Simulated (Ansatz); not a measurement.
Consider the redistribution: `CBC[SiH2]O` + `B[SeH]` → `O[SiH2][SeH]` + `BCBC`.

Gas-phase electronic energies from Ansatz, PBE0-D4/def2-TZVP geometries. CBS: MP2 limit from def2 TZ/QZ plus the TZ coupled-cluster correction, frozen cores. DFT in def2-TZVPP. B3LYP here is the variant with VWN-RPA as its local correlation; programs differ in this. HSE06 is defined as in plane-wave codes. For Se outer-core shells are correlated without core-valence functions, which leaves a few kJ/mol of doubt a bond. Scalar relativity is left out up to krypton. One conformer a species, not always the lowest.

| level | ΔE (kJ/mol) | difference from CCSD(T)/CBS |
| --- | --- | --- |
| BLYP-D4 | 24.8 | -0.8 |
| r2SCAN-D4 | 24.9 | -0.7 |
| r2SCANh-D4 | 24.3 | -1.3 |
| r2SCAN0-D4 | 23.5 | -2.1 |
| HSE06-D4 | 23.3 | -2.3 |
| ωB97X-V | 22.4 | -3.2 |
| B2PLYP | 25.2 | -0.4 |
| PBE | 24.2 | -1.4 |
| revPBE | 23.4 | -2.2 |
| r2SCAN | 24.4 | -1.2 |
| PBE0 | 22.7 | -2.9 |
| B3LYP | 22.8 | -2.8 |
| RPA@PBE/def2-TZVPP | 34.3 | 8.7 |
| CCSD/def2-SVP | 30.7 | 5.1 |
| CCSD/def2-TZVPP | 28.1 | 2.5 |
| SCS-MP2/def2-QZVPP | 24.7 | -0.9 |
| CCSD(T)/CBS | 25.6 | 0 |

Largest T1 diagnostic among the species: 0.013.

Leaving LDA and LC-ωPBE aside and taking each functional with its dispersion term where it has one, the values, not all of them listed here, spread over 5.4 kJ/mol, from BHLYP-D4 to B97M-V. At CCSD(T), def2-SVP lies +7.3 kJ/mol from the extrapolated value and def2-TZVPP +4.4 kJ/mol.
